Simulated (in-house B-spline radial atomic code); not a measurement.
The numbers below are computed, except where a source is named.
Br ion on Sb atom: potential, deflection and energy transfer

The pair potential comes from two frozen, spherical free-atom densities (PBE, B-spline radial code, scalar-relativistic past argon): electrostatics plus the change in Thomas-Fermi kinetic and Dirac exchange energy where they overlap, the recipe behind the universal ZBL potential, which averages such potentials (from solid-state densities) over many pairs. It is written V = (Z1 Z2 e²/r) φ(r/a), with e² = 14.3996 eV·Å and a = 0.46850 Å/(Z1^0.23 + Z2^0.23); ZBL's fit is φ = 0.18175 e^(−3.1998x) + 0.50986 e^(−0.94229x) + 0.28022 e^(−0.4029x) + 0.02817 e^(−0.20162x). Where φ falls below 4e-4 it is continued as an exponential.

Masses 79.9 and 121.76 u.

```
x = r/a  φ, this pair    φ, ZBL
    0.1        0.8877    0.8928
    0.5         0.612    0.6096
    1.5        0.3011    0.2995
      3        0.1312    0.1292
      5       0.05267   0.05224
      8       0.01731   0.01705
     12      0.004916   0.00474
     17      0.001303  0.001212
```

(1) At x = 3 the electrostatic, kinetic and exchange parts are 3329.78, 8426.74 and -392.34 eV. Find r, V and φ.

(2) The ion comes in at 4.303 keV with impact parameter 0.1979 Å. The scattering integral gives a centre-of-mass angle of 120° and a closest approach of 5.338 a. What are the reduced energy, the energy passed on and the laboratory angles?

## Answers

(1) a = 0.46850/(2.2654 + 2.4703) = 0.09893 Å, so r = 0.29679 Å. V = 3329.78 + 8426.74 + (-392.34) = 11364.18 eV. The bare repulsion is 35 × 51 × 14.3996/0.29679 = 86603 eV, so φ = 0.1312, +1.5 % against ZBL's 0.1292. The kinetic (Pauli) term is 74 % of V here.

(2) ε = E a M2/(Z1 Z2 e² (M1 + M2)) = 4303 × 2.3240e-06 = 0.01. The most that one collision can pass on is γE with γ = 4 M1 M2/(M1 + M2)² = 0.9569. Here T = γE sin²(θ/2) = 0.9569 × 4303 × 0.7503 = 3089 eV. The ion turns by arctan(sin θ/(cos θ + M1/M2)) = 79.8°, and the struck atom leaves at (180° − θ)/2 = 30.0°. The closest approach is 0.528 Å. With ZBL the angle would be 119.98° and T = 3087 eV.
